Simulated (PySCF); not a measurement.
## Calculated data, BH₆Si₂, B₂H₄NSi, CH₆BSi, BClH₃Si

Computed with PySCF 2.14.0. Calculation on a computer-drawn molecule: optimised geometry and harmonic frequencies of an isolated molecule of the commonest isotopes, restricted reference for singlets and unrestricted otherwise, frozen core in MP2.

Common to all runs: multiplicity 1.

(1) BH₆Si₂

Start structure:
```xyz
9
BH6Si2
B     -0.7358    -2.7419     0.6818
Si     0.4977    -1.7180    -0.3943
Si     0.3348     0.2962    -1.7435
H     -1.3957    -3.6045     0.2476
H     -0.9560    -2.5127     1.8200
H      1.8739    -2.2285    -0.4074
H      0.2003     1.3559    -0.7966
H      1.5148     0.2908    -2.5610
H     -0.8741     0.0475    -2.4829
```

Here we set charge 1, method HF and basis cc-pV(D+d)Z.

Results for BH₆Si₂: rotational constants 18.9, 2.771, 2.545 GHz; total energy -605.7292 hartree; convergence status largest gradient component 5.929e-06 hartree/bohr.

Drawn bonds:
| atom | other atom | order |
| --- | --- | --- |
| 1 | 2 | 1 |
| 2 | 3 | 1 |
| 1 | 4 | 1 |
| 1 | 5 | 1 |
| 2 | 6 | 1 |
| 3 | 7 | 1 |
| 3 | 8 | 1 |
| 3 | 9 | 1 |

Optimised structure:
```xyz
9
BH6Si2
B     -0.7917    -2.8333     0.5605
Si     0.5990    -1.6006    -0.2472
Si     0.2838     0.2586    -1.7500
H     -1.0904    -3.8237    -0.0307
H     -1.2833    -2.5348     1.6040
H      1.9870    -1.9015     0.1539
H      0.8442     1.3951    -1.0020
H      1.0727    -0.1254    -2.9312
H     -1.1614     0.3504    -1.9936
```

Modes:
| frequency (cm⁻¹) | reduced mass (dalton) |
| --- | --- |
| 45.04 | 1.171 |
| 130 | 3.522 |
| 223.4 | 1.08 |
| 373.3 | 5.781 |
| 389.7 | 1.042 |
| 482.2 | 1.092 |
| 526.5 | 1.148 |
| 617.8 | 3.274 |
| 702.8 | 1.351 |
| 765.2 | 1.301 |
| 918.8 | 1.142 |
| 975.4 | 1.279 |
| 995.5 | 1.039 |
| 1005 | 1.038 |
| 1208 | 1.12 |
| 2358 | 1.021 |
| 2363 | 1.036 |
| 2379 | 1.054 |
| 2394 | 1.053 |
| 2727 | 1.046 |
| 2844 | 1.129 |

(2) B₂H₄NSi

Start structure:
```xyz
8
B2H4NSi
B     -0.9196    -1.5652    -1.4541
Si    -0.3370     0.1382    -2.3793
B      0.0269     1.7562    -1.0637
N     -0.0401     2.3395    -0.0275
H     -0.1241    -2.3039    -1.3135
H     -1.9476    -1.4436    -1.0358
H      0.8498     0.1189    -3.4375
H     -0.3037     1.8647     1.0413
```

Settings of this run: charge -1, method HF and basis aug-cc-pV(D+d)Z.

It finds rotational constants 20.59, 2.703, 2.403 GHz; total energy -395.0796 hartree; convergence status largest gradient component 9.427e-06 hartree/bohr.

Drawn bonds:
| atom | other atom | order |
| --- | --- | --- |
| 1 | 2 | 1 |
| 2 | 3 | 1 |
| 3 | 4 | 2 |
| 1 | 5 | 1 |
| 1 | 6 | 1 |
| 2 | 7 | 1 |
| 4 | 8 | 1 |

Optimised structure:
```xyz
8
B2H4NSi
B     -0.9007    -1.7062    -1.6579
Si    -0.1643     0.0054    -2.0834
B     -0.1205     1.4579    -0.7205
N     -0.1222     2.4023     0.0957
H     -0.7067    -2.6777    -2.3553
H     -1.7019    -1.8305    -0.7591
H      1.0244     0.1555    -2.9767
H     -0.1036     3.0981     0.7872
```

Modes:
| frequency (cm⁻¹) | reduced mass (dalton) |
| --- | --- |
| 69.46 | 2.014 |
| 164.6 | 1.727 |
| 179.5 | 1.233 |
| 344.1 | 3.908 |
| 375.3 | 2.628 |
| 412.7 | 1.319 |
| 510.9 | 5.471 |
| 582.5 | 1.128 |
| 662.8 | 1.458 |
| 766 | 3.632 |
| 838 | 1.21 |
| 904 | 1.26 |
| 1240 | 1.197 |
| 1928 | 8.055 |
| 2210 | 1.041 |
| 2554 | 1.054 |
| 2602 | 1.122 |
| 4114 | 1.096 |

(3) CH₆BSi

Start structure:
```xyz
9
CH6BSi
B     -0.4601    -0.8593    -0.2312
Si     1.3709    -1.1299     0.4356
C      1.6507    -2.9306     0.4844
H     -0.7732    -1.0985    -1.4022
H     -1.3963    -0.7619     0.5991
H      2.3057    -0.4236    -0.6054
H      2.7806    -3.0152     0.3616
H      1.1688    -3.4701    -0.3915
H      1.4512    -3.3856     1.4489
```

It was run with charge -1, method HF and basis aug-cc-pV(D+d)Z.

The calculation gives: rotational constants 25.77, 5.513, 4.673 GHz; total energy -354.9377 hartree; convergence status largest gradient component 5.969e-06 hartree/bohr.

Drawn bonds:
| atom | other atom | order |
| --- | --- | --- |
| 1 | 2 | 1 |
| 2 | 3 | 1 |
| 1 | 4 | 1 |
| 1 | 5 | 1 |
| 2 | 6 | 1 |
| 3 | 7 | 1 |
| 3 | 8 | 1 |
| 3 | 9 | 1 |

Optimised structure:
```xyz
9
CH6BSi
B     -0.6068    -0.7490    -0.1854
Si     1.1305    -1.4480    -0.3547
C      1.8338    -2.9998     0.5366
H     -0.9431     0.2408    -0.7993
H     -1.4283    -1.2715     0.5402
H      2.2127    -0.8801    -1.2198
H      2.6910    -2.7616     1.1737
H      2.1521    -3.7756    -0.1664
H      1.0565    -3.4298     1.1745
```

Modes:
| frequency (cm⁻¹) | reduced mass (dalton) |
| --- | --- |
| 80.93 | 1.501 |
| 202.2 | 2.255 |
| 204.2 | 1.051 |
| 578.6 | 1.172 |
| 583.5 | 1.016 |
| 640.6 | 3.419 |
| 797.6 | 1.475 |
| 806.8 | 1.189 |
| 812.9 | 2.867 |
| 876.1 | 1.235 |
| 958.1 | 1.266 |
| 1223 | 1.224 |
| 1354 | 1.232 |
| 1545 | 1.055 |
| 1558 | 1.054 |
| 2195 | 1.04 |
| 2531 | 1.053 |
| 2579 | 1.121 |
| 3126 | 1.034 |
| 3175 | 1.102 |
| 3201 | 1.1 |

(4) BClH₃Si

Start structure:
```xyz
6
BClH3Si
B     -1.4861     0.3913     1.7161
Si    -0.0180    -0.2749     0.8375
Cl    -0.0442    -2.1646    -0.3324
H     -2.5231    -0.2987     1.8288
H     -1.4803     1.4192     2.2481
H      1.2841     0.1932     0.3268
```

Here we set charge -1, method HF and basis aug-cc-pV(D+d)Z.

It finds rotational constants 17.18, 3.63, 3.072 GHz; total energy -774.8935 hartree; convergence status largest gradient component 1.236e-05 hartree/bohr.

Drawn bonds:
| atom | other atom | order |
| --- | --- | --- |
| 1 | 2 | 1 |
| 2 | 3 | 1 |
| 1 | 4 | 1 |
| 1 | 5 | 1 |
| 2 | 6 | 1 |

Optimised structure:
```xyz
6
BClH3Si
B     -1.4449     0.3266     1.6496
Si     0.2683    -0.5313     1.1709
Cl    -0.1655    -2.1415    -0.3445
H     -2.5163    -0.2352     1.6948
H     -1.4044     1.4158     2.1891
H      0.9953     0.4310     0.2649
```

Modes:
| frequency (cm⁻¹) | reduced mass (dalton) |
| --- | --- |
| 147.2 | 3.673 |
| 314.9 | 2.793 |
| 372.2 | 1.143 |
| 418.3 | 1.49 |
| 611.8 | 1.973 |
| 717.1 | 1.88 |
| 809.3 | 1.091 |
| 945.7 | 1.332 |
| 1241 | 1.179 |
| 2127 | 1.042 |
| 2540 | 1.063 |
| 2601 | 1.112 |

(5) BClH₃Si

Start structure:
```xyz
6
BClH3Si
B     -1.4449     0.3266     1.6496
Si     0.2683    -0.5313     1.1709
Cl    -0.1655    -2.1415    -0.3445
H     -2.5163    -0.2352     1.6948
H     -1.4044     1.4158     2.1891
H      0.9953     0.4310     0.2649
```

Here we set charge -1, method MP2 and basis aug-cc-pV(D+d)Z.

The calculation gives: rotational constants 26.37, 3.41, 3.022 GHz; total energy -775.2546 hartree; convergence status largest gradient component 1.8e-05 hartree/bohr.

Drawn bonds:
| atom | other atom | order |
| --- | --- | --- |
| 1 | 2 | 1 |
| 2 | 3 | 1 |
| 1 | 4 | 1 |
| 1 | 5 | 1 |
| 2 | 6 | 1 |

Optimised structure:
```xyz
6
BClH3Si
B     -1.5358     0.3444     1.6904
Si    -0.0541    -0.3447     0.7869
Cl     0.0071    -2.2067    -0.3234
H     -2.5688    -0.2658     1.8633
H     -1.3448     1.4303     2.2086
H      1.2289     0.3079     0.3989
```

Modes:
| frequency (cm⁻¹) | reduced mass (dalton) |
| --- | --- |
| 73.32 | 1.539 |
| 166.7 | 2.586 |
| 426.1 | 8.895 |
| 526.9 | 1.029 |
| 546.7 | 1.484 |
| 704.4 | 1.195 |
| 792.5 | 2.641 |
| 818.7 | 1.2 |
| 1109 | 1.286 |
| 2214 | 1.043 |
| 2507 | 1.055 |
| 2601 | 1.122 |
